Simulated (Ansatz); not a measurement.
C₃H₅Se (`C=CC[Se]`) radical, relaxed with UKS PBE-D4/def2-SVP in the Gaussian-basis code of Ansatz from a rough embedded geometry. The force threshold is 0.03 eV/Å; the program also tests the step.

The species carries charge 0 and has multiplicity 2.

Start:

```xyz
9

C     1.054   -0.836   -0.100
C     0.000   -0.199   -0.592
C    -0.924    0.571    0.316
Se    0.124    2.141    1.057
H     1.255   -0.905    0.974
H     1.670   -1.488   -0.785
H    -0.177   -0.213   -1.664
H    -1.242   -0.048    1.122
H    -1.759    0.977   -0.328
```

(1) How much energy does the relaxation release, and in how many steps? (Estimate.)

(2) Which bonds change most? (Best estimate.)

(3) Give the relaxed structure. (Best estimate.)

Answers

(1) The calculation gave: 23.66 kJ/mol, in 9 steps.

(2) Computed: C3–Se4 from 2.028 to 1.975 Å; C3–H8 from 1.065 to 1.107 Å; C1–H6 from 1.128 to 1.101 Å; C1–C2 from 1.326 to 1.353 Å.

(3) The calculation gave: 
```xyz
9

C     1.005   -0.988   -0.099
C     0.068   -0.123   -0.551
C    -0.922    0.571    0.329
Se   -0.017    2.297    0.649
H     1.063   -1.262    0.968
H     1.732   -1.453   -0.781
H     0.050    0.152   -1.619
H    -1.095    0.042    1.286
H    -1.885    0.764   -0.182
```
